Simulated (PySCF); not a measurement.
**[Ho(H2O)]3+ at several levels of theory**

Computed with PySCF 2.14.0 (density fitting, no spin-orbit coupling) at the geometry relaxed with PBE0:

```xyz
4
[Ho(H2O)]3+ (singlet in the valence; each metal's 4f electrons, 10 of them, lie in its core potential, out of spins and levels)
Ho    0.0000    0.0000   -0.0581
O     0.0000    0.0000    2.0989
H     0.7806    0.0000    2.7297
H    -0.7806    0.0000    2.7297
```

```json
{"level": "PBE0", "basis": "Ho lcecp-1-SVP with ECP56, O def2-SVP, H def2-SVP", "state": "singlet", "HOMO (eV)": "-28.37", "gap (eV)": "7.63", "charge on Ho1 (e)": "2.54", "population of f-type functions on Ho1 (polarisation alone where 4f lies in the core)": "0.02", "dipole about the centre of mass (D)": "3.34", "largest force component (eV/Å)": "0.01"}
{"level": "M06-L", "basis": "the same", "state": "singlet", "HOMO (eV)": "-26.90", "gap (eV)": "5.71", "charge on Ho1 (e)": "2.57", "population of f-type functions on Ho1 (polarisation alone where 4f lies in the core)": "0.02", "dipole about the centre of mass (D)": "3.27", "largest force component (eV/Å)": "0.31"}
{"level": "PBE0", "basis": "Ho lcecp-1-TZVP with ECP56, O def2-TZVP, H def2-TZVP", "state": "singlet", "HOMO (eV)": "-28.34", "gap (eV)": "7.62", "charge on Ho1 (e)": "2.63", "population of f-type functions on Ho1 (polarisation alone where 4f lies in the core)": "0.02", "dipole about the centre of mass (D)": "3.41", "largest force component (eV/Å)": "0.31"}
```

In the lcecp rows the 4f levels are missing from HOMO and gap, and the state counts the valence alone.

Charges are Mulliken's, which hang on the basis. The relaxation used the grid (50, 194), these runs (75, 302) or, all-electron (x2c bases, spin-free X2C Hamiltonian), (99, 590).

**Question.** What does B3LYP with Ho lcecp-1-SVP with ECP56, O def2-SVP, H def2-SVP give here?

**Answer.** state singlet, HOMO (eV) -28.08, gap (eV) 6.93, charge on Ho1 (e) 2.53, population of f-type functions on Ho1 (polarisation alone where 4f lies in the core) 0.02, dipole about the centre of mass (D) 3.43, largest force component (eV/Å) 0.16. Time: 1.2 s on 2 threads of Arm Neoverse V2, with other jobs on the host, from an already converged density.

In the first row's basis the gap widens with exact exchange: 5.7 eV for M06-L (none); 6.9 to 7.6 eV for B3LYP, PBE0 (a fixed share).

An lcecp potential fixes the number of 4f electrons, so in runs with it no electron can move into or out of that shell.
